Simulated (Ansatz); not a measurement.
`NB1CS1` + `S=[CH][GeH3]` → `B1CS1` + `[NH2][GeH2][CH]=S`  (redistribution)

Program: Ansatz. Geometries: PBE0-D4/def2-TZVP. ΔE: electronic, gas phase. CCSD(T)/CBS is the MP2 limit (def2-TZVPP, def2-QZVPP) plus CCSD(T) − MP2 in def2-TZVPP, frozen cores. This one scheme is used for every species. DFT in def2-TZVPP. B3LYP here is the variant with VWN-RPA as its local correlation; programs differ in this. For Ge outer-core shells are correlated without core-valence functions, which leaves a few kJ/mol of doubt a bond. Scalar relativity is left out up to krypton. Each species was taken in one conformer, which may not be the lowest.

| level | ΔE (kcal/mol) | difference from CCSD(T)/CBS |
| --- | --- | --- |
| B3LYP-D4 | 26.3 | 2.5 |
| ωB97M-V | 25.7 | 1.9 |
| B2PLYP | 25.1 | 1.3 |
| PBE | 26.5 | 2.7 |
| PBE0 | 26.8 | 3.0 |
| MP2/def2-TZVPP | 23.9 | 0.1 |
| CCSD/def2-TZVPP | 24.3 | 0.5 |
| CCSD(T)/def2-TZVPP | 23.9 | 0.1 |
| SCS-MP2/def2-QZVPP | 23.5 | -0.3 |
| CCSD/CBS(def2) | 24.2 | 0.4 |
| CCSD(T)/CBS | 23.8 | 0 |

Largest T1 diagnostic among the species: 0.016.

In def2-TZVPP, CCSD(T) changes the Hartree–Fock value by −1.1 kcal/mol (the triples alone add −0.4 kcal/mol) and MP2 by −1.1 kcal/mol.
